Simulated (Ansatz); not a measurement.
`B[BH][GeH3]` + `N=C[SiH3]` → `BBC=N` + `[SiH3][GeH3]` at 600 K and 1 bar (redistribution).

Computed with Ansatz on PBE0-D4/def2-TZVP structures; ΔE is electronic, products minus reactants. CBS: MP2 limit from def2 TZ/QZ plus the TZ coupled-cluster correction, frozen cores. For Ge outer-core shells are correlated without core-valence functions, which leaves a few kJ/mol of doubt a bond. Scalar relativity is left out up to krypton. Each species was taken in one conformer, which may not be the lowest.

| species | CCSD(T)/CBS energy (Eh) | H − E (kJ/mol) | S (J/(mol·K)) |
| --- | --- | --- | --- |
| `B[BH][GeH3]` | -2129.23902 | 197.6 | 408.6 |
| `N=C[SiH3]` | -384.79808 | 188.8 | 351.8 |
| `BBC=N` | -145.26428 | 214.7 | 382.7 |
| `[SiH3][GeH3]` | -2368.78170 | 172.3 | 364.0 |

H − E and S are ideal-gas, rigid-rotor, harmonic terms from PBE0-D4/def2-TZVP, for one conformer and one mirror image of each species. 1 Eh = 2625.50 kJ/mol, R = 8.31446 J/(mol·K).

Question: By hand: ΔE, ΔH, ΔS and ΔG.

Answer: ΔE = (-145.26428) + (-2368.78170) − (-2129.23902) − (-384.79808) = -0.00888 Eh = -23.3 kJ/mol. Δ(H − E) = 214.7 + 172.3 − 197.6 − 188.8 = 0.6, so ΔH = -22.7 kJ/mol. ΔS = 382.7 + 364.0 − 408.6 − 351.8 = -13.7 J/(mol·K). ΔG = -22.7 − 600 × (-13.7)/1000 = -14.5 kJ/mol.

Question: By hand: the equilibrium constant, and the temperature at which ΔG would vanish if ΔH and ΔS stayed fixed.

Answer: log₁₀ K = −ΔG/(RT ln 10) = 1.3. ΔG = 0 at ΔH/ΔS = 1657 K, though so small a ΔS makes that figure unsure.

TΔS isn't small against ΔH here. A doubt of 5 kJ/mol in ΔE shifts log₁₀ K by 0.4 here. Other conformers and mirror images would add mixing entropy, several J/(mol·K) or more a flexible species. These are equilibria of isolated gas molecules and say nothing of rates. Largest T1 diagnostic: 0.015 (customary marks: 0.02 for closed shells, 0.045 for open ones).
